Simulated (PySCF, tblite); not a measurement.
C4H4FOP.
Atom-mapped SMILES: `[CH3:1][c:2]1[o:3][cH:4][p:5][c:6]1[F:7]` (hydrogens: H8, H9, H10 on C1; H11 on C4)

Computed geometry: GFN2-xTB, gas phase.

What internal coordinates does the optimisation give?

```csv
bond,length (pm),order
C1–C2,148.8,single
C2–O3,133.9,aromatic
O3–C4,133.8,aromatic
C4–P5,170.7,aromatic
P5–C6,177.3,aromatic
C6–F7,134.4,single
C2–C6,136.4,aromatic
"C1–H8, C1–H9, C1–H10",108.8,single
C4–H11,107.6,single
```

Bonds in one row agree within 1 pm and their mean is given. Orders are formal, as drawn. A selection of angles:
```csv
angle,degrees
C2–C1–H8,109.5
H8–C1–H9,109.4
H9–C1–H10,108.2
C1–C2–O3,118.7
C1–C2–C6,128.8
O3–C2–C6,112.5
C2–O3–C4,112.1
O3–C4–P5,116.8
O3–C4–H11,114.9
P5–C4–H11,128.3
C4–P5–C6,85.5
P5–C6–F7,124.6
C2–C6–P5,113.1
C2–C6–F7,122.3
```

The C–P distances run from 1.707 Å (C4–P5, aromatic) to 1.773 Å (P5–C6, aromatic), a spread of 0.066 Å. P5 (phosphorus bonded to 2 C) is bent (angle 85.5°). The 7 heavy atoms lie in one plane (0.000 Å rms). Of the pairs four or more bonds apart, F7···H8 is among the closest relative to their van der Waals radii: 2.62 Å, 98 % of the sum of Bondi's values. The 2 C–C bonds span 1.364 Å (C2–C6, aromatic) to 1.488 Å (C1–C2, drawn single), a spread of 0.124 Å. The 5-membered ring C2–O3–C4–P5–C6 has internal angles of 85.5° to 116.8° (sum 540°, against 540° for a flat polygon); it is planar, 0.00 Å rms from its mean plane, widest ring torsion 0°.

Point group: Cs (every atom within 0.08 Å of its image). Its GFN2-xTB frequencies are all real (lowest 70 cm⁻¹). 2 starts were optimised and ended at 0.00 and 0.30 kcal/mol (GFN2-xTB); the lowest of these is shown.
